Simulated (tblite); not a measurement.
Write Cartesian coordinates for InChI=1S/C6H4F4/c7-5-3-1-2-4-6(8,9)10/h1,3H,5H2/b3-1- as optimised with GFN2-xTB.

```xyz
14
C6H4F4 angstrom
F     -3.162    0.834   -1.321
C     -1.960    0.666   -0.684
C     -1.960   -0.606    0.096
C     -0.869   -1.171    0.612
C      0.421   -0.634    0.462
C      1.532   -0.187    0.337
C      2.867    0.362    0.177
F      3.485    0.551    1.355
F      2.847    1.556   -0.442
F      3.662   -0.437   -0.553
H     -1.828    1.535   -0.025
H     -1.178    0.679   -1.451
H     -2.930   -1.062    0.232
H     -0.927   -2.087    1.182
```

Any rigid rotation of these coordinates is as good. Atoms count from 1 in this order. Of the pairs four or more bonds apart, C5···H12 is among the closest relative to their van der Waals radii: 2.82 Å, 97 % of the sum of Bondi's values. The C–F distances run from 1.343 Å (C7–F8, drawn single) to 1.370 Å (F1–C2, drawn single), a spread of 0.027 Å. The 5 C–C bonds span 1.205 Å (C5≡C6, drawn triple) to 1.492 Å (C2–C3, drawn single), a spread of 0.287 Å.

Bonds between heavy atoms (Å): F1–C2 1.370, C2–C3 1.492, C3=C4 1.333, C4–C5 1.405, C5≡C6 1.205, C6–C7 1.452, C7–F8 1.343, C7–F9 1.345, C7–F10 1.343.

Computed geometry: GFN2-xTB, gas phase.

Point group: C1 (no symmetry element, even within 0.4 Å). Its lowest GFN2-xTB frequency is 6 cm⁻¹, too small to tell a flat minimum from a shallow saddle. The numbers are those of one conformer (F1–C2–C3–C4 167°).
